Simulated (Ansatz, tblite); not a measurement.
Cost and result up the ladder for the cluster BeF2⁻ (the lowest doublet isomer of a short search) (3 atoms). Total charge -1; doublet. Geometry: PBE-D4/def2-TZVPD.

Cartesian coordinates in Å:
```
Be -0.2231 -0.3226 -0.1313
F 0.6359 -0.5864 1.0119
F -0.4127 0.9090 -0.8806
```

Ansatz on 4 threads of Arm Neoverse V1 on a shared host; xTB runs through tblite on one thread. Times are rough, summed over both states, and most runs start from the orbitals of an earlier one. B2PLYP/def2-TZVPD serves as the yardstick here, not as an exact answer. The other state is a quartet at its own geometry.

The xTB rows come from tblite. B3LYP takes the VWN-RPA correlation. Correlated methods freeze 2 core orbitals. In CCSD on the charge -1 quartet the largest single amplitude is 0.34, so its Hartree–Fock determinant may place the open shell otherwise than the density functionals do. The structure comes from a short search, and lower isomers may exist.

Run but left out: HF/STO-3G, HF/def2-TZVPD, HF/def2-TZVPPD, MP2/def2-TZVPD, MP2/def2-TZVPPD (quartet: a determinant that CCSD turns far, T1 0.064).

Correlated methods converge slowly with the basis.

xTB has no spin-polarisation term.

```csv
level,functions,quartet − doublet (eV),difference from B2PLYP/def2-TZVPD (eV),remarks
PBE-D4/def2-TZVPD (with forces),102,6.72,-0.75,"HOMO above zero (doublet), HOMO above zero (quartet)"
GFN2-xTB,12,11.84,4.36,–
LDA (SPW92)/def2-TZVPD,102,7.03,-0.45,"HOMO above zero (doublet), HOMO above zero (quartet)"
r2SCAN-D4/def2-TZVPD,102,6.80,-0.67,"HOMO above zero (doublet), HOMO above zero (quartet)"
PBE0-D4/def2-TZVPD,102,7.05,-0.43,"HOMO above zero (doublet), HOMO above zero (quartet)"
ωB97M-V/def2-TZVPD,102,7.55,0.08,HOMO above zero (quartet)
CCSD(T)/def2-TZVPPD,102,7.63,0.16,"HOMO above zero (quartet), large T1 (0.064) (quartet)"
r2SCANh-D4/def2-TZVPD,102,6.92,-0.55,"HOMO above zero (doublet), HOMO above zero (quartet)"
B3LYP-D4/def2-TZVPD,102,7.16,-0.31,"HOMO above zero (doublet), HOMO above zero (quartet)"
RPA@PBE/def2-TZVPD,102,6.90,-0.57,–
GFN1-xTB,12,8.16,0.68,–
B2PLYP/def2-TZVPD,102,7.47,0.00,–
```

(1) Estimate how long each takes.

## Answers

(1) GFN1-xTB 0.002 s; GFN2-xTB 0.002 s; LDA (SPW92)/def2-TZVPD 0.75 s; PBE-D4/def2-TZVPD (with forces) 1.4 s; B3LYP-D4/def2-TZVPD 1.6 s; RPA@PBE/def2-TZVPD 1.9 s; B2PLYP/def2-TZVPD 2.3 s; r2SCAN-D4/def2-TZVPD 2.6 s; r2SCANh-D4/def2-TZVPD 2.8 s; PBE0-D4/def2-TZVPD 3.9 s; ωB97M-V/def2-TZVPD 7.4 s; CCSD(T)/def2-TZVPPD 8.7 s. On shared hardware such times vary by a factor of up to 3.
